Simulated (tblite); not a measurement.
Compound: C6H8BrN3.
Atom-mapped SMILES: `[CH3:1][CH2:2][c:3]1[n:4][n:5][n:6][c:7]([CH3:8])[c:9]1[Br:10]` (hydrogens: H11, H12, H13 on C1; H14, H15 on C2; H16, H17, H18 on C8)

Computed with GFN2-xTB (tblite), gas phase: L-BFGS steps from a force-field or distance-geometry start until the largest atomic force falls under 0.01 eV/Å.

Step 7: E = -809.0017 eV
```
atom  x, y, z in Å  |  force x, y, z in eV/Å
C1      2.6243   -0.4223    0.4399    0.098  -0.039   0.092
C2      1.8431   -0.1264   -0.8560    0.158   0.005   0.018
C3      0.5367    0.5088   -0.5398    0.010  -0.082   0.020
N4      0.4026    1.8345   -0.6102   -0.112  -0.130  -0.006
N5     -0.7169    2.3985   -0.3305   -0.023   0.034   0.026
N6     -1.7660    1.7465    0.0311    0.096   0.000   0.006
C7     -1.7407    0.4208    0.1515   -0.098  -0.046  -0.029
C8     -2.9579   -0.3307    0.5442   -0.138  -0.020   0.003
C9     -0.5548   -0.2509   -0.1358   -0.047   0.018   0.021
Br10   -0.4566   -2.1441    0.0079    0.082  -0.164  -0.028
H11     3.6765   -0.1870    0.3146    0.015   0.013  -0.066
H12     2.5556   -1.4722    0.7139   -0.099  -0.007  -0.018
H13     2.2589    0.1649    1.2833   -0.026   0.040  -0.146
H14     1.6587   -1.0581   -1.3981    0.064   0.045   0.011
H15     2.4107    0.5350   -1.5038    0.059   0.163   0.020
H16    -3.6946    0.2934    1.0386    0.094   0.146   0.006
H17    -2.6677   -1.1586    1.1923   -0.174   0.051   0.012
H18    -3.4207   -0.7458   -0.3548    0.039  -0.026   0.056
```

Step 8: E = -809.0088 eV
```
atom  x, y, z in Å  |  force x, y, z in eV/Å
C1      2.6268   -0.4225    0.4440    0.056  -0.030  -0.030
C2      1.8463   -0.1248   -0.8590    0.146   0.031   0.097
C3      0.5356    0.5050   -0.5382    0.061  -0.096  -0.031
N4      0.3991    1.8297   -0.6122   -0.002  -0.087  -0.013
N5     -0.7169    2.3980   -0.3291   -0.010  -0.047   0.013
N6     -1.7622    1.7429    0.0326   -0.029  -0.035   0.046
C7     -1.7399    0.4160    0.1504   -0.093  -0.046  -0.010
C8     -2.9618   -0.3308    0.5451   -0.080   0.035   0.000
C9     -0.5542   -0.2579   -0.1349   -0.065   0.062   0.020
Br10   -0.4514   -2.1501    0.0055    0.063  -0.163  -0.017
H11     3.6804   -0.1868    0.3147   -0.046  -0.026  -0.039
H12     2.5517   -1.4744    0.7186   -0.071   0.083  -0.046
H13     2.2614    0.1682    1.2872   -0.009   0.007  -0.205
H14     1.6626   -1.0545   -1.4076    0.092   0.074   0.058
H15     2.4087    0.5450   -1.5077    0.034   0.095   0.105
H16    -3.6930    0.3049    1.0344    0.101   0.107   0.009
H17    -2.6759   -1.1576    1.1980   -0.183   0.076  -0.014
H18    -3.4261   -0.7443   -0.3533    0.037  -0.040   0.056
```

Step 9: E = -809.0165 eV
```
atom  x, y, z in Å  |  force x, y, z in eV/Å
C1      2.6305   -0.4231    0.4474    0.000  -0.007  -0.150
C2      1.8522   -0.1225   -0.8607    0.078   0.058   0.124
C3      0.5356    0.4994   -0.5369    0.050  -0.097  -0.050
N4      0.3953    1.8230   -0.6146    0.112  -0.037  -0.022
N5     -0.7167    2.3961   -0.3273   -0.019  -0.141   0.005
N6     -1.7592    1.7386    0.0353   -0.123  -0.051   0.071
C7     -1.7404    0.4103    0.1489   -0.075  -0.037   0.019
C8     -2.9674   -0.3301    0.5461    0.001   0.089  -0.006
C9     -0.5548   -0.2648   -0.1336   -0.008   0.052  -0.008
Br10   -0.4447   -2.1597    0.0025    0.029  -0.115  -0.006
H11     3.6841   -0.1871    0.3140   -0.066  -0.065  -0.007
H12     2.5459   -1.4755    0.7227   -0.035   0.139  -0.062
H13     2.2639    0.1723    1.2875    0.006  -0.006  -0.217
H14     1.6687   -1.0491   -1.4166    0.125   0.089   0.091
H15     2.4073    0.5577   -1.5097    0.012   0.023   0.187
H16    -3.6896    0.3196    1.0302    0.076   0.075   0.012
H17    -2.6883   -1.1551    1.2040   -0.172   0.081  -0.018
H18    -3.4313   -0.7438   -0.3509    0.009  -0.051   0.037
```

Q: Estimate the geometry and energy of step 10. (The exact step hangs on the optimiser's Hessian estimate; all steps are aligned on step 9, rigid shifts and turns removed.)

A: E = -809.0263 eV, largest force 0.260 eV/Å
```
atom  x, y, z in Å  |  force x, y, z in eV/Å
C1      2.6352   -0.4236    0.4493   -0.060   0.030  -0.238
C2      1.8609   -0.1186   -0.8611   -0.042   0.076   0.099
C3      0.5360    0.4907   -0.5361    0.039  -0.059  -0.057
N4      0.3919    1.8134   -0.6180    0.162   0.018  -0.013
N5     -0.7168    2.3901   -0.3249    0.001  -0.202  -0.012
N6     -1.7569    1.7320    0.0399   -0.178  -0.076   0.079
C7     -1.7422    0.4021    0.1474    0.013  -0.035   0.041
C8     -2.9748   -0.3277    0.5472    0.067   0.123  -0.008
C9     -0.5553   -0.2732   -0.1322    0.016  -0.002  -0.032
Br10   -0.4353   -2.1742   -0.0014   -0.017  -0.024   0.007
H11     3.6881   -0.1888    0.3130   -0.046  -0.103   0.019
H12     2.5378   -1.4745    0.7270    0.007   0.153  -0.073
H13     2.2673    0.1774    1.2837    0.015   0.005  -0.187
H14     1.6795   -1.0401   -1.4266    0.158   0.077   0.106
H15     2.4058    0.5750   -1.5085    0.006  -0.037   0.257
H16    -3.6838    0.3406    1.0249    0.030   0.041   0.010
H17    -2.7080   -1.1503    1.2117   -0.139   0.068  -0.004
H18    -3.4381   -0.7439   -0.3470   -0.033  -0.053   0.007
```

The energy changes by -0.0098 eV. The first-order estimate −F·Δx gives -0.0132 eV and the mean of the old and new forces, exact on a quadratic surface, -0.0098 eV. The step makes an angle of 65° with the force vector and moves no atom by more than 0.022 Å.
